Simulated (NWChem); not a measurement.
Molecule: SnBrF, singlet; SMILES [F][Sn][Br]

```xyz
3

Sn     0.3255     0.8780     0.0000
F     -1.5421     1.4530     0.0000
Br    -0.0684    -1.6279     0.0000
```
Atoms are numbered in this order, from 1.

Low-valent species are run as closed-shell singlets; no triplet was tried in these runs. The geometry was optimised at PBE0/def2-SVP. def2 effective core potentials on Sn; no spin-orbit coupling.

Symmetry labels are those of Cs in the frame above (b1 and b2, or b-type labels, depend on it).

List the 6 lowest vertical singlet excitations from CAM-B3LYP/def2-SVP with def2 effective core potentials on Sn, TDA (NWChem).


```json
[
 {"state": "S1", "energy (eV)": "4.00", "oscillator strength": "0.043", "symmetry": "a\"", "leading excitation (squared amplitude)": "HOMO → LUMO (0.98)"},
 {"state": "S2", "energy (eV)": "4.30", "oscillator strength": "0.009", "symmetry": "a\"", "leading excitation (squared amplitude)": "HOMO−1 → LUMO (0.99)"},
 {"state": "S3", "energy (eV)": "4.81", "oscillator strength": "0.019", "symmetry": "a'", "leading excitation (squared amplitude)": "HOMO−2 → LUMO (0.90)"},
 {"state": "S4", "energy (eV)": "6.24", "oscillator strength": "0.031", "symmetry": "a\"", "leading excitation (squared amplitude)": "HOMO−3 → LUMO (0.84)"},
 {"state": "S5", "energy (eV)": "6.37", "oscillator strength": "0.030", "symmetry": "a'", "leading excitation (squared amplitude)": "HOMO → LUMO+1 (0.39)"},
 {"state": "S6", "energy (eV)": "6.47", "oscillator strength": "0.053", "symmetry": "a'", "leading excitation (squared amplitude)": "HOMO → LUMO+2 (0.66)"}
]
```
